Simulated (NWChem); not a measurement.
System: C₃H₆O₂; SMILES [C@@H]1([C@@H](C1)O)O

NWChem input:

```
start job
memory heap 200 mb stack 900 mb global 1100 mb
geometry units angstroms noautoz
  O     -0.413414    -1.857438     0.119727
  C     -0.095610    -0.610610    -0.433617
  C      1.216489    -0.012464    -0.007610
  C     -0.092593     0.612201     0.434873
  O     -0.535947     1.800713    -0.160322
  H     -1.378652    -1.899321     0.214380
  H     -0.393064    -0.455026    -1.472149
  H      1.789949    -0.560771     0.734452
  H      1.798888     0.507856    -0.763089
  H     -0.377750     0.466040     1.478820
  H      0.033731     2.519982     0.155518
end
basis spherical
  * library def2-tzvp
end
dft
  xc xcamb88 1.00 lyp 0.81 vwn_5 0.19 hfexch 1.00
  cam 0.33 cam_alpha 0.19 cam_beta 0.46
  iterations 150
  semidirect filesize 400000000
  mulliken
end
task dft energy
```

Geometry: optimised at B3LYP/6-31G* (spherical d).

Predict the main results of this run. (CAM-B3LYP/def2-TZVP.) Quantities: energy (Ha); highest occupied level (eV); orbital gap (eV); dipole (D).


```
Item                           Value
---------------------------  -------
energy (Ha)                  -268.32
highest occupied level (eV)    -8.84
orbital gap (eV)               10.79
dipole (D)                      1.25
```
